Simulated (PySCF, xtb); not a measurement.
sulfur trioxide (O₃S), SMILES O=S(=O)=O.

GFN2-xTB run with xtb 6.7.1 at its own geometry gives an orbital gap of 4.45 eV and a dipole moment of 0.00 D.

Geometry: ωB97X-D3(BJ)/def2-TZVP.

Question: What does HF/def2-TZVPD in PySCF give? (An estimate is asked for; the answer gives what the named calculation found.)

Answer: gap 15.32 eV (levels -14.68 and 0.63 eV), dipole 0.00 D.
